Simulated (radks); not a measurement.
Results of a calculation; reference values are marked as such.
Removal energies from the technetium ion Tc12+, [Ar] 3d10 4s2 4p1, by Delta-SCF beside the eigenvalue of the level emptied. Code: a radial shooting solver on a logarithmic mesh with Libxc functionals. Model: scalar-relativistic Kohn-Sham, r2SCAN, spin-polarised, spherical densities, finite nucleus; meta-GGA in the generalised Kohn-Sham scheme; Fermi nuclear charge, rms radius of each element as measured or else 0.836 A^(1/3) + 0.57 fm. Open shells are filled with parallel spins first.

| removed from | final configuration | Delta-SCF (eV) | -eigenvalue (eV) |
|---|---|---|---|
| 4p | [Ar] 3d10 4s2 | 259.93 | 249.80 |
| 4s | [Ar] 3d10 4s1 4p1 | 289.28 | 280.06 |
| 3d | [Ar] 3d9 4s2 4p1 | 515.64 | 491.03 |
| 3p | [Ne] 3s2 3p5 3d10 4s2 4p1 | 683.61 | 660.33 |
